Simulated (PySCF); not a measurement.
How methods differ on the excitation energy of W

W [Xe] 4f14 5d4 6s2 (5D) → W [Xe] 4f14 5d3 6s2 7s1 (5F), as a difference of total energies. Calculation: PySCF 2.14, in aug-cc-pVTZ-PP with ECP60MDF (6s6p5d3f2g, 88 functions); scalar relativity through the core potential. Correlated levels: valence: 5s2 5p6 frozen. The calculations carry no spin-orbit coupling.

```csv
method,excitation energy (eV)
UHF,6.004
LDA,6.982
PBE,6.801
PBE0,6.745
r2SCAN,6.890
BP86,6.853
B2PLYP,6.573
TPSSh,6.704
MP2 (valence),6.535
SCS-MP2 (valence),6.186
```

How much does correlation contribute at MP2 (valence)?

6.535 − (6.004) = 0.531 eV, measured against UHF.

The promoted electron is Rydberg-like, and one or two diffuse shells describe it only roughly, which tends to raise the upper state.
